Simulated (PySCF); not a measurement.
B(All)(F)(OH) (C₃H₆BFO), SMILES C=CCB(O)F. Atoms are numbered in the order given.

```xyz
12

B      0.5190     0.5447     0.6629
C      0.3199    -0.9481     0.1547
C     -0.9709    -1.1214    -0.5956
C     -1.1266    -0.9458    -1.9123
H      0.3929    -1.6395     1.0093
H      1.1836    -1.1685    -0.4994
H     -1.8587    -1.3497     0.0095
H     -0.2733    -0.7239    -2.5648
H     -2.1062    -1.0431    -2.3902
F      1.3957     0.7986     1.6394
O     -0.1359     1.5989     0.1316
H     -0.7410     1.3138    -0.5673
```
Charge 0, spin multiplicity 1.

Geometry: ωB97X-D3(BJ)/def2-SVP. One conformer was computed; it need not be the lowest.

Two levels are set side by side: PBE/pcSseg-1 (PySCF) and PBE0/pcSseg-1 (PySCF). GIAO shifts against BF3 (¹¹B), CFCl3 (¹⁹F), H2O (¹⁷O), TMS (¹H), TMS (¹³C) at the same level; non-relativistic, no solvent, atoms listed together averaged. Differences are taken from unrounded values.

| quantity | PBE0 |
|---|---|
| δ(¹¹B) of B1 (ppm) | 19.2 |
| δ(¹³C) of C2 (ppm) | 25.7 |
| δ(¹³C) of C3 (ppm) | 150.0 |
| δ(¹³C) of C4 (ppm) | 125.8 |
| δ(¹H) of H5, H6 (ppm) | 2.11 |
| δ(¹H) of H7 (ppm) | 6.50 |
| δ(¹⁹F) of F10 (ppm) | -98.8 |
| δ(¹⁷O) of O11 (ppm) | 153.9 |
| δ(¹H) of H12 (ppm) | 5.78 |

Problem. What does PBE give, and how far is it from PBE0? (An estimate is asked for; the answer gives what the named calculation found.)

Solution. 
| quantity | PBE | PBE minus PBE0 |
|---|---|---|
| δ(¹¹B) of B1 (ppm) | 18.7 | -0.4 |
| δ(¹³C) of C2 (ppm) | 27.8 | 2.0 |
| δ(¹³C) of C3 (ppm) | 149.0 | -1.0 |
| δ(¹³C) of C4 (ppm) | 123.0 | -2.8 |
| δ(¹H) of H5, H6 (ppm) | 2.16 | 0.05 |
| δ(¹H) of H7 (ppm) | 6.50 | 0.00 |
| δ(¹⁹F) of F10 (ppm) | -114.1 | -15.2 |
| δ(¹⁷O) of O11 (ppm) | 165.4 | 11.5 |
| δ(¹H) of H12 (ppm) | 5.88 | 0.10 |

Rough cost on one machine, each run with all the roots and properties that it gave: PBE0 against PBE within a factor of 2.
